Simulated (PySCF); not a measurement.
A species of formula C6H11PS has this rotational fingerprint, computed with PBE0-D3(BJ)/def2-SVP geometry optimisation, gas phase in PySCF 2.14.0:

- Rotational constants: A = 1781, B = 1242, C = 865.3 MHz
- Dipole components: |μa| = 1.54 D, |μb| = 4.19 D, |μc| = 0.45 D
- Inertial defect: -106.45 u·Å²
- κ: -0.18

Question: Which candidate fits, each taken in the one conformer that was computed?
A. `S=[P@]12CC[C@H](CC1)C2`
B. `[CH2:1]=[CH:2][P:3]([CH:4]=[CH2:5])[CH2:6][S:7][CH3:8]` with C1–C2–P3–C4 -133°, C2–P3–C4–C5 33°, C2–P3–C6–S7 178°, P3–C6–S7–C8 -167°
C. `[CH3:1][S:2][CH2:3][P:4]=[C:5]=[C:6]([CH3:7])[CH3:8]` with C1–S2–C3–P4 71°, S2–C3–P4–C5 -102°
D. `[CH3:1][C:2]1=[CH:3][CH2:4][P@:5]([CH3:6])(=[S:7])[CH2:8]1` with C2–C3–C4–P5 -16°, C3–C4–P5–C6 -84°, C4–P5–C8–C2 -21°, C1–C2–C8–P5 -165°
E. `[CH2:1]=[C:2]([CH3:3])[P@H:4](=[S:5])[CH:6]1[CH2:7][CH2:8]1` with C1–C2–P4–S5 0°, C2–P4–C6–C7 89°

Answer: E. It is C=C(C)[P@H](=S)C1CC1, an asymmetric top, point group C1. The candidates at the same level (rigid rotor, commonest isotopes):

```
                SMILES  A (MHz)  B (MHz)  C (MHz)  μa (D)  μb (D)  μc (D)  Δ (u·Å²)  point group                        rotor
S=[P@]12CC[C@H](CC1)C2     2789     1176     1060    4.93    0.00    0.21   -134.22           Cs               asymmetric top
  C=C(C)[P@H](=S)C1CC1     1781     1242    865.3    1.54    4.19    0.45   -106.45           C1               asymmetric top
          CSCP=C=C(C)C     2318    742.9    624.4    2.30    1.54    1.32    -88.87           C1               asymmetric top
   CC1=CC[P@](C)(=S)C1     2794    902.7    884.1    4.50    1.24    1.45   -169.08           C1  near-prolate asymmetric top
          C=CP(C=C)CSC     2316    764.1    637.7    0.11    0.71    2.45    -87.13           C1               asymmetric top
```

`CC1=CC[P@](C)(=S)C1` has A 57 % too high; `C=CP(C=C)CSC` has B 38 % too low; `S=[P@]12CC[C@H](CC1)C2` has A 57 % too high; `CSCP=C=C(C)C` has B 40 % too low. No structure here is proved a minimum.
